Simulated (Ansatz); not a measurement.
```yaml
crystal:
  periodic: [false, false, false]
  atoms:
    - {symbol: O, position_ang: [-1.271629, 0.906717, -1.144906]}
    - {symbol: B, position_ang: [-0.385136, 0.179157, -0.435471]}
    - {symbol: C, position_ang: [0.775879, -0.031161, 0.559219]}
    - {symbol: N, position_ang: [-0.042831, -1.093357, -0.095520]}
    - {symbol: H, position_ang: [-1.085433, 1.847234, -1.119114]}
    - {symbol: H, position_ang: [1.831018, -0.023906, 0.290110]}
    - {symbol: H, position_ang: [0.605616, 0.139972, 1.623939]}
    - {symbol: H, position_ang: [-0.335182, -1.981956, 0.265942]}
basis:
  gaussian: {orbitals: def2-TZVP}
total_charge: -1
magnetization: {spin_polarized: true, initial_magnetization: 1}
hamiltonian: {xc: {name: HF}}
correlation: {active_space: {window: {electrons: 3, orbitals: 2}}}
```

```sh
$ ansatz run in.yaml --threads 2 --pin off --events-out ev --progress --plain --max-ram 4352MiB
```

It prints (some lines left out):

```
Error: invalid value for `correlation.active_space`: it starts from restricted Hartree–Fock orbitals; set hamiltonian.xc: hf without magnetization.spin_polarized
```
